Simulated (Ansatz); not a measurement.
Molecular dynamics of H8O3Si3

Input file:

```yaml
crystal:
  periodic: [false, false, false]
  atoms:
    - { symbol: Si, position_ang: [-0.201374, -0.073418, 0.17159] }
    - { symbol: O, position_ang: [0.111555, -0.63738, 1.670654] }
    - { symbol: Si, position_ang: [-1.261363, -0.415222, 2.621967] }
    - { symbol: H, position_ang: [-2.580042, -1.072679, 2.220673] }
    - { symbol: H, position_ang: [-0.717752, -1.083135, 3.828189] }
    - { symbol: H, position_ang: [-1.699653, 1.054069, 3.086952] }
    - { symbol: Si, position_ang: [1.794393, 0.224414, -0.681836] }
    - { symbol: H, position_ang: [2.223326, -1.179363, -0.693956] }
    - { symbol: H, position_ang: [1.961649, 0.799752, -1.972627] }
    - { symbol: H, position_ang: [2.853446, 0.888984, 0.12349] }
    - { symbol: O, position_ang: [-1.286635, 1.161615, 0.439115] }
    - { symbol: H, position_ang: [-1.764723, 1.427131, -0.456273] }
    - { symbol: O, position_ang: [-1.079915, -1.25045, -0.622599] }
    - { symbol: H, position_ang: [-0.72053, -2.021779, -0.046059] }
basis:
  gaussian: { orbitals: STO-3G }
hamiltonian:
  xc: b3lyp
  dispersion: d4
md:
  timestep: 2.5
  n_steps: 40
  ensemble: nvt_nose_hoover
  temperature: 1500.0
  initial_velocities: maxwell_boltzmann
  seed: 357939
  nose_hoover: { tau: 100.0, chain_length: 5 }
```

Command:

```bash
$ ansatz run input.yaml --threads 1 --pin off --max-ram 2048MiB --backend cpu --events-out ev --progress --plain --runs-dir out
```

It goes on from the last frame of an earlier run, with new velocities.

Output, in part (step lines, the closing report, with atoms numbered from 0):

```
md step     0: t =     0.00 fs  T =  1500.0 K  F+E_penalty+E_count = -29546.00907676 eV  E_kin = 2.326680 eV  conserved = -29543.68239678 eV  (22 SCF iters)
[... lines left out ...]
Total energy: -29526.28525708 eV, -1085.0709695627 hartree
Atom 0 at    -0.209217     0.215853    -0.098181 Å, force    -1.179318     4.289125    -2.921240 eV/Å
Atom 1 at    -0.202250    -0.317419     1.439639 Å, force    -0.641435    -0.667626     1.977115 eV/Å
Atom 2 at    -1.327048    -0.551990     2.741000 Å, force     1.278208    -0.400092    -1.479252 eV/Å
Atom 3 at    -2.672552    -0.280850     2.383790 Å, force    -0.769594     0.099865    -0.318695 eV/Å
Atom 4 at    -1.189394    -1.930627     3.176722 Å, force    -0.044701     0.128023    -0.071917 eV/Å
Atom 5 at    -0.957723     0.320307     3.794443 Å, force     0.283039     0.496553     0.592723 eV/Å
Atom 6 at     1.972989     0.096154    -0.841012 Å, force     0.066170    -0.930149    -0.009912 eV/Å
Atom 7 at     2.512751    -1.226550    -1.181302 Å, force    -0.427282     0.375497     0.168397 eV/Å
Atom 8 at     2.303349     0.943400    -1.969165 Å, force    -0.328834     0.077728     0.121893 eV/Å
Atom 9 at     2.730437     0.542901     0.290954 Å, force     0.326409     0.188986     0.191876 eV/Å
Atom 10 at    -0.687336     8.391730     0.342868 Å, force    -0.000188    -0.000975    -0.000248 eV/Å
Atom 11 at   -13.923015  -111.948683    -3.377696 Å, force     0.000079     0.000307     0.000106 eV/Å
Atom 12 at    -1.000231     1.602038    -0.683246 Å, force     1.437529    -3.656980     1.749273 eV/Å
Atom 13 at     2.028353   -53.392131    17.764406 Å, force    -0.000083    -0.000262    -0.000120 eV/Å
Dipole moment:     0.264701     4.701958    -0.147950 e Å
```

The steps, from the saved trajectory:

```json
{"time (fs)": "0.0", "T (K)": "1500", "potential energy less start (eV)": "0.000", "conserved less start (meV/atom)": "0.00"}
{"time (fs)": "2.5", "T (K)": "1289", "potential energy less start (eV)": "1.362", "conserved less start (meV/atom)": "73.93"}
{"time (fs)": "5.0", "T (K)": "1417", "potential energy less start (eV)": "2.070", "conserved less start (meV/atom)": "138.61"}
{"time (fs)": "7.5", "T (K)": "1388", "potential energy less start (eV)": "2.062", "conserved less start (meV/atom)": "134.78"}
{"time (fs)": "10.0", "T (K)": "1696", "potential energy less start (eV)": "3.491", "conserved less start (meV/atom)": "270.95"}
{"time (fs)": "12.5", "T (K)": "5365", "potential energy less start (eV)": "6.671", "conserved less start (meV/atom)": "904.78"}
{"time (fs)": "15.0", "T (K)": "2257", "potential energy less start (eV)": "11.436", "conserved less start (meV/atom)": "901.82"}
{"time (fs)": "17.5", "T (K)": "1571", "potential energy less start (eV)": "12.392", "conserved less start (meV/atom)": "894.90"}
{"time (fs)": "20.0", "T (K)": "1473", "potential energy less start (eV)": "12.750", "conserved less start (meV/atom)": "910.22"}
{"time (fs)": "22.5", "T (K)": "3488", "potential energy less start (eV)": "9.547", "conserved less start (meV/atom)": "905.86"}
{"time (fs)": "25.0", "T (K)": "3170", "potential energy less start (eV)": "6.620", "conserved less start (meV/atom)": "663.55"}
{"time (fs)": "27.5", "T (K)": "4511", "potential energy less start (eV)": "1.981", "conserved less start (meV/atom)": "483.75"}
{"time (fs)": "30.0", "T (K)": "640506", "potential energy less start (eV)": "57.220", "conserved less start (meV/atom)": "80443.82"}
{"time (fs)": "32.5", "T (K)": "1769544", "potential energy less start (eV)": "14.631", "conserved less start (meV/atom)": "296594.02"}
{"time (fs)": "35.0", "T (K)": "943353", "potential energy less start (eV)": "16.201", "conserved less start (meV/atom)": "296675.69"}
{"time (fs)": "37.5", "T (K)": "577935", "potential energy less start (eV)": "17.466", "conserved less start (meV/atom)": "296907.26"}
{"time (fs)": "40.0", "T (K)": "375262", "potential energy less start (eV)": "18.734", "conserved less start (meV/atom)": "296897.01"}
{"time (fs)": "42.5", "T (K)": "259160", "potential energy less start (eV)": "18.523", "conserved less start (meV/atom)": "296896.77"}
{"time (fs)": "45.0", "T (K)": "188653", "potential energy less start (eV)": "17.157", "conserved less start (meV/atom)": "296902.60"}
{"time (fs)": "47.5", "T (K)": "142704", "potential energy less start (eV)": "14.363", "conserved less start (meV/atom)": "296798.54"}
{"time (fs)": "50.0", "T (K)": "163584", "potential energy less start (eV)": "30.495", "conserved less start (meV/atom)": "304704.72"}
{"time (fs)": "52.5", "T (K)": "297520", "potential energy less start (eV)": "20.013", "conserved less start (meV/atom)": "326186.88"}
{"time (fs)": "55.0", "T (K)": "215087", "potential energy less start (eV)": "20.294", "conserved less start (meV/atom)": "326195.55"}
{"time (fs)": "57.5", "T (K)": "160427", "potential energy less start (eV)": "19.941", "conserved less start (meV/atom)": "326186.92"}
{"time (fs)": "60.0", "T (K)": "123429", "potential energy less start (eV)": "20.003", "conserved less start (meV/atom)": "326185.73"}
{"time (fs)": "62.5", "T (K)": "96966", "potential energy less start (eV)": "20.476", "conserved less start (meV/atom)": "326187.12"}
{"time (fs)": "65.0", "T (K)": "77644", "potential energy less start (eV)": "20.988", "conserved less start (meV/atom)": "326186.99"}
{"time (fs)": "67.5", "T (K)": "63323", "potential energy less start (eV)": "21.391", "conserved less start (meV/atom)": "326187.60"}
{"time (fs)": "70.0", "T (K)": "52566", "potential energy less start (eV)": "21.540", "conserved less start (meV/atom)": "326186.93"}
{"time (fs)": "72.5", "T (K)": "44325", "potential energy less start (eV)": "21.522", "conserved less start (meV/atom)": "326187.39"}
{"time (fs)": "75.0", "T (K)": "37958", "potential energy less start (eV)": "21.246", "conserved less start (meV/atom)": "326186.22"}
{"time (fs)": "77.5", "T (K)": "32932", "potential energy less start (eV)": "20.866", "conserved less start (meV/atom)": "326186.64"}
{"time (fs)": "80.0", "T (K)": "28915", "potential energy less start (eV)": "20.353", "conserved less start (meV/atom)": "326184.83"}
{"time (fs)": "82.5", "T (K)": "25546", "potential energy less start (eV)": "19.971", "conserved less start (meV/atom)": "326183.57"}
{"time (fs)": "85.0", "T (K)": "22563", "potential energy less start (eV)": "19.905", "conserved less start (meV/atom)": "326182.73"}
{"time (fs)": "87.5", "T (K)": "19886", "potential energy less start (eV)": "20.161", "conserved less start (meV/atom)": "326184.55"}
{"time (fs)": "90.0", "T (K)": "17719", "potential energy less start (eV)": "20.254", "conserved less start (meV/atom)": "326186.85"}
{"time (fs)": "92.5", "T (K)": "16131", "potential energy less start (eV)": "19.831", "conserved less start (meV/atom)": "326182.95"}
{"time (fs)": "95.0", "T (K)": "14724", "potential energy less start (eV)": "19.541", "conserved less start (meV/atom)": "326182.38"}
{"time (fs)": "97.5", "T (K)": "13345", "potential energy less start (eV)": "19.536", "conserved less start (meV/atom)": "326182.63"}
{"time (fs)": "100.0", "T (K)": "12033", "potential energy less start (eV)": "19.724", "conserved less start (meV/atom)": "326183.77"}
```

All steps were run. The conserved energy changed by up to 330000 meV per atom, so the integration failed: the time step of 2.5 fs is too long for the fastest motions that this run met, and the later frames carry no physical meaning.

Parted: Si1–Si3 2.69 → 3.15 Å, Si1–O11 1.67 → 8.20 Å, O11–H12 1.05 → 121.12 Å, O13–H14 1.03 → 58.08 Å. It ends as H + H + H6O2Si3 + O. Pairs count as bonded within 1.25 times the sum of covalent radii (0.12 Å more for H–H).

Last frame:

```xyz
14
Properties=species:S:1:pos:R:3
Si -0.209 0.216 -0.098
O -0.202 -0.317 1.440
Si -1.327 -0.552 2.741
H -2.673 -0.281 2.384
H -1.189 -1.931 3.177
H -0.958 0.320 3.794
Si 1.973 0.096 -0.841
H 2.513 -1.227 -1.181
H 2.303 0.943 -1.969
H 2.730 0.543 0.291
O -0.687 8.392 0.343
H -13.923 -111.949 -3.378
O -1.000 1.602 -0.683
H 2.028 -53.392 17.764
```

Time of the run: 13 min on 1 thread of Arm Neoverse V1 (shared host), peak memory 0.18 GiB.
